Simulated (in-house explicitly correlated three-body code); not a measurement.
Computed with an exponentially correlated three-body code. Model: two electrons around a point charge, non-relativistic, variational in 260 exponentially correlated functions (energies converged to about 1e-7 hartree, or 1e-8 relative for large Z).

Command:
```bash
python run_hyl.py task.json out
```
Settings (lengths in bohr, energies in hartree):
```
Z                      4
nuclear_mass           5000
interaction_strength   1
functions              260
states_tried           13
```

Time taken, with all properties: 67 s on 1 thread of Arm Neoverse N1, with other jobs on the host.

**Those bound S and P states to n = 4 that converged, binding against the one-electron ion.**

Given: nuclear charge 4; mass of the centre 5000 electron masses.

Computed: one-electron threshold -7.99840032 hartree.

```tsv
term	energy (hartree)	binding (eV)
1 1S	-13.6527517	153.86
2 3S	-9.29530192	35.29
2 1S	-9.18303053	32.235
2 3P	?	?
2 1P	-9.10882564	30.216
3 3S	?	?
3 1S	-8.51560744	14.074
3 3P	-8.51293668	14.001
3 1P	-8.4942361	13.492
4 3S	-8.29879513	8.1742
4 1S	-8.28683642	7.8487
4 3P	-8.28572032	7.8184
4 1P	-8.27792024	7.6061
```

(1) What belongs in the row 2 3P?

(2) What belongs in the row 3 3S?

**Converged states only, values per electron or pair.**

```
term  mean r (bohr)  mean r squared (bohr²)  mean inverse r (1/bohr)  mean r12 (bohr)  mean inverse r12 (1/bohr)  mean cosine  mean p1 dot p2 (bohr⁻²)  delta r1 (bohr⁻³)  delta r12 (bohr⁻³)
1 1S        0.41437                 0.23216                    3.687          0.61886                     2.1905    -0.032866                  0.41936             17.188              1.5223
2 3S         1.0639                  1.8825                   2.4053           1.8109                    0.65205    -0.010117                 0.027962             10.956                   -
2 1S           1.14                  2.2087                   2.3839           1.9484                    0.70524    -0.013088                 0.033505             10.855             0.21389
2 3P          0.978                  1.5999                    2.386           1.6573                    0.74137     -0.06209                 -0.70653             10.042                   -
2 1P         1.0341                  1.8117                   2.3704            1.729                    0.74562     0.022875                  0.62066             10.205            0.041224
3 3S              ?                       ?                        ?                ?                          ?            ?                        ?                  ?                   -
3 1S         2.3635                  10.852                   2.1691           4.3721                    0.32179   -0.0041343                0.0099707             10.374            0.062791
3 3P         2.2075                  9.5037                   2.1695            4.068                    0.33009    -0.016046                  -0.1745             10.144                   -
3 1P         2.2891                  10.269                   2.1652           4.2212                     0.3329    0.0060606                  0.17339             10.185            0.013824
4 3S         3.9366                  31.712                   2.0969            7.511                    0.17749   -0.0013254                0.0031835             10.268                   -
4 1S         4.0882                  34.335                   2.0946           7.8129                    0.18287   -0.0017682                0.0041784              10.26            0.026248
4 3P              ?                       ?                        ?                ?                          ?            ?                        ?                  ?                   -
4 1P         4.0449                  33.847                   2.0929           7.7254                    0.18742    0.0024484                 0.071485             10.181           0.0060575
```

(3) What belongs in the row 3 3S?

(4) What belongs in the row 4 3P?

Results:

(1) energy (hartree): -9.17327976; binding (eV): 31.97.

(2) energy (hartree): -8.54526144; binding (eV): 14.881.

(3) mean r (bohr): 2.2502; mean r squared (bohr²): 9.7537; mean inverse r (1/bohr): 2.1748; mean r12 (bohr): 4.1491; mean inverse r12 (1/bohr): 0.30812; mean cosine: -0.0031422; mean p1 dot p2 (bohr⁻²): 0.0078243; delta r1 (bohr⁻³): 10.395.

(4) mean r (bohr): 3.9366; mean r squared (bohr²): 31.99; mean inverse r (1/bohr): 2.0947; mean r12 (bohr): 7.5127; mean inverse r12 (1/bohr): 0.18606; mean cosine: -0.0064432; mean p1 dot p2 (bohr⁻²): -0.068974; delta r1 (bohr⁻³): 10.165.
